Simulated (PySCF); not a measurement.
CH11PSSi4.
SMILES with atom numbers: `[SiH3:1][Si@:2]1([SiH2:3][PH2:4])[SiH2:5][CH2:6][S:7]1`

Definitions: NICS(0) = −σiso at the ring centroid; NICS(1) = −σiso and NICS(1)zz = −σzz at ±1 Å along the ring normal z. Level: GIAO PBE0/pcSseg-1 (PySCF, non-relativistic, gas phase) on the GFN2-xTB geometry, one conformer.

Ring bond lengths (Å), with Mayer bond orders in brackets: Si2–Si5 2.367 (0.85), Si5–C6 1.917 (0.88), C6–S7 1.835 (0.99), S7–Si2 2.212 (0.95).

Give the NICS values of each ring in ppm.

| ring | type | NICS(0) | NICS(1), two faces | NICS(1)zz, two faces | rms pucker (Å) | centre to ring atoms, mean (Å) |
| --- | --- | --- | --- | --- | --- | --- |
| Si2–Si5–C6–S7 | 4-membered ring with S and 2 Si; formal bonds all single | 1.0 | 0.5 / 0.6 | 10.6 / 11.2 | 0.03 | 1.47 |

What do they say, and how far can they be read as aromaticity?

- Si2–Si5–C6–S7: mean NICS(1)zz 10.9 ppm, deshielded. Si2, Si5, C6 have four or more neighbours; no verdict on aromaticity is drawn.

List the ring angles and the Hirshfeld charges of the ring atoms.

- Si2–Si5–C6–S7: Si2 81.0° (+0.093 e), Si5 83.7° (+0.261 e), C6 105.0° (-0.167 e), S7 90.1° (-0.112 e); sum 359.8° against 360° for a flat convex ring.

How shielded are the nuclei of the rings and their hydrogens (means over atoms taken as equivalent)?

| atoms | environment | σ isotropic (ppm) | principal values of the symmetric part, first atom (ppm) |
| --- | --- | --- | --- |
| Si2 | four-coordinate silicon | 365.0 | 306.9, 320.7, 467.3 |
| Si5 | SiH2 silicon | 386.2 | 341.5, 360.4, 456.6 |
| C6 | sp3 carbon bound to sulfur | 171.6 | 143.5, 170.6, 200.7 |
| S7 | sulfur bonded to C and Si | 664.2 | 431.0, 620.4, 941.1 |
| H on Si5 | Si–H hydrogen | 26.66 | 23.9, 24.5, 31.5 |
| H on Si5 | Si–H hydrogen | 26.59 | 24.0, 24.7, 31.1 |
| H on C6 | methylene hydrogen | 29.11 | 24.3, 26.5, 36.6 |
| H on C6 | methylene hydrogen | 28.94 | 24.1, 26.5, 36.2 |

Shape of the structure used: `[SiH3:1][Si@:2]1([SiH2:3][PH2:4])[SiH2:5][CH2:6][S:7]1`: Si1–Si2–Si3–P4 -42°, H–P4–Si3–Si2 -71°, H–P4–Si3–Si2 -164°.
